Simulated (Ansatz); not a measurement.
`B[O][Ga]([Cl])[O][SiH3]`. The species carries charge 0 and has multiplicity 1. The structure was optimised at the PBE0-D4/def2-TZVP level. It is one conformer, not always the lowest.

```xyz
11

B    -0.039   -1.801   -1.200
O    -0.845   -0.850   -1.709
Ga   -1.185    0.730   -0.945
Cl   -2.653    1.948   -1.835
O    -0.338    1.286    0.484
Si    0.839    0.870    1.546
H     0.108   -2.810   -1.833
H     0.518   -1.645   -0.140
H     2.100    0.532    0.833
H     1.077    2.035    2.435
H     0.419   -0.297    2.365
```

(1) What is the dipole moment at PBE/def2-TZVPP? (Estimate.)

(2) And with r2SCAN, B3LYP, ωB97M-V? (An estimate is asked.)

(3) Give the Mulliken charges with PBE, r2SCAN, ωB97M-V in def2-TZVPP. (An estimate is asked.)

Results:

(1) Computed: 0.53 D, with components (0.24, 0.16, 0.44) D in this frame, pointing from negative to positive charge.

(2) Computed: r2SCAN 0.57 D, B3LYP 0.63 D, ωB97M-V 0.59 D.

(3) Ansatz gave: 
```
atom    PBE  r2SCAN  ωB97M-V
  B1   0.05    0.16     0.02
  O2  -0.22   -0.34    -0.33
 Ga3   0.55    0.68     0.66
 Cl4  -0.19   -0.22    -0.19
  O5  -0.30   -0.41    -0.40
 Si6   0.31    0.41     0.27
  H7  -0.02   -0.04     0.04
  H8   0.00   -0.02     0.04
  H9  -0.06   -0.07    -0.03
 H10  -0.06   -0.08    -0.03
 H11  -0.06   -0.07    -0.03
```

B3LYP here is the variant with VWN-RPA as its local correlation; programs differ in this.
